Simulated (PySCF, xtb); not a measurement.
CH4AlFO, SMILES C[O][AlH][F].

GFN2-xTB (xtb) at its own geometry gives an orbital gap of 5.24 eV and a dipole moment of 2.33 D.

Geometry optimised at B3LYP-D3(BJ)/def2-SVP. One conformer was computed; it need not be the lowest.

Q: What does PBE/def2-TZVPD run with PySCF give? (Estimate from the structure and the level; the computed values follow.)

A: gap 5.64 eV (levels -6.96 and -1.32 eV), dipole 1.20 D.
